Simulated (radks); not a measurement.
Values are calculated unless marked as measured or tabulated.
Task: Radial electron density D(r) = 4 pi r^2 rho(r) of an atom or ion with 4 electrons. Code: a radial shooting solver on a logarithmic mesh with Libxc functionals. Model: scalar-relativistic Kohn-Sham, exchange-only r2SCAN, spin-polarised, spherical densities, finite nucleus; meta-GGA in the generalised Kohn-Sham scheme; Fermi nuclear charge, rms radius of each element as measured or else 0.836 A^(1/3) + 0.57 fm.

```
   r/bohr * D(r) (the largest magnitude, 7.44, reaches the edge; | marks zero)
  0.02151 |      *
  0.02628 |        *
  0.03184 |            *
  0.03889 |                *
   0.0475 |                      *
  0.05801 |                             *
  0.07085 |                                    *
  0.08654 |                                           *
   0.1057 |                                                  *
   0.1281 |                                                      *
   0.1564 |                                                      *
   0.1911 |                                                  *
   0.2334 |                                          *
    0.285 |                               *
   0.3482 |                    *
   0.4252 |            *
   0.5152 |         *
   0.6293 |          *
   0.7686 |             *
   0.9388 |              *
    1.147 |            *
    1.401 |        *
    1.711 |   *
    2.073 | *
    2.532 *
    3.092 *
    3.777 *
```

What is the nuclear charge?

Result: Z = 7. The innermost maximum, from 1s, lies near gamma/Z bohr with gamma = sqrt(1 - (Z/c)^2) = 0.999, here 0.143 bohr (found: 0.146), and its height grows with Z. The density is that of the nitrogen ion N3+ in [He] 2s2; the configuration itself is not fixed sharply by these data. D(r) has 2 maxima, at r = 0.146, 0.917 bohr, and minima at 0.532 bohr, inside which lie 2.06 electrons.
